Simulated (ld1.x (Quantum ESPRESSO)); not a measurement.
**Before and after: TM semilocal potential for Sm (Z = 62)**

ld1.x (Quantum ESPRESSO) 7.5 input, shortened:

```
&input
   title='Sm', zed=62., rel=1, dft='PBESOL', iswitch=3,
   config='[Xe] 4f5 5d1 6s0 6p0'
 /
 &inputp
   pseudotype=1, tm=.true., lloc=2,
   nlcc=.false.
 /
3
5S  1  0   2.00   0.00  1.65  1.65  0.0
5P  2  1   6.00   0.00  1.80  1.80  0.0
5D  3  2   1.00   0.00  3.40  3.40  0.0
 &test
   configts(1)='5s2 5p6 5d1 6s0 6p0'
 /
```

Change: form changed from semilocal to separable (Kleinman–Bylander), still TM.

Cutoffs: the cutoffs (Ry, on a coarse ladder) from which the occupation-weighted sum of valence levels, in a spherical-Bessel basis at the reference potential, stays within 10 and 1 mRy of its value at 400 Ry; they do not see the model core or the augmentation charge, which bear on the density cutoff. Errors are all-electron minus pseudo energies relative to the spin-unpolarised reference configuration.

Problem. How do hardness, ghosts and transferability respond?

Solution. The potential gets neither clearly harder nor softer (55 Ry and 90 Ry → 55 Ry and 90 Ry); a bound ghost appears in s, which as a rule spoils a file; the number of tests that count goes from 7 to 1. In the semilocal form every listed channel keeps its own potential, so the choice of the local channel does not act on these tests. It acts once the file is put into the separable form. A semilocal file is local in each channel, so a ghost entry of none says nothing of the separable form that plane-wave codes build from it.

| quantity | base | changed |
| --- | --- | --- |
| cutoff, loose | 55 Ry | 55 Ry |
| cutoff, tight | 90 Ry | 90 Ry |
| bound ghosts | none | s |
| tests counted (converged, no solver errors) | 7 of 7 | 1 of 7 |
| error for 5s2 5p6 5d0 6s0 6p0, meV [ΔE 19.66 eV] | -9.0 | -9.9 |
| s: phases at 3.68 bohr within 0.05 rad from the reference energy up to (Ry; the scan ends near 5) | n/a | n/a |
| p: phases at 3.68 bohr within 0.05 rad from the reference energy up to (Ry; the scan ends near 5) | -0.7 | -0.8 |
| d: phases at 3.68 bohr within 0.05 rad from the reference energy up to (Ry; the scan ends near 5) | 0.2 | 0.2 |

Base: These tests converged, but a pseudo level misses the all-electron one widely, so the file describes the atom poorly there or has found another state: 5s2 5p6 5d1 6s1 6p0: empty 6p by 3.9 eV; 5s2 5p6 5d0 6s2 6p0: empty 6p by 4.3 eV; 5s2 5p6 5d0 6s2 6p1: 5s by 11.9 eV (a node warning on the way). ld1.x printed “convergence not achieved” for 7 of the counted tests; their residual had stalled under 1e-8, short of the target of 1e-14. Changed file: Tests not counted: 5s2 5p6 5d1 6s2 6p0 (an occupied level unbound or not found, printed error -24.0 eV); 5s2 5p6 5d1 6s1 6p0 (an occupied level unbound or not found, printed error -2.7 eV); 5s2 5p6 5d0 6s2 6p0 (solver errors, printed error -556 eV); 5s2 5p6 5d0 6s2 6p1 (solver errors, printed error -616 eV); 5s2 5p6 5d1.5 6s1.5 6p0 (an occupied level unbound or not found, printed error -18.7 eV); 5s2 5p6 5d2 6s1 6p0 (pseudo-atom not self-consistent, printed error -836 eV). ld1.x printed “convergence not achieved” for 1 of the counted tests; its residual had stalled under 1e-8, short of the target of 1e-14. A true bound ghost makes a file unfit for plane-wave use even where its test errors are small: the radial tests pick states by their node count and pass the ghost by. Where a test does run into it, the solver fails or the error is huge.
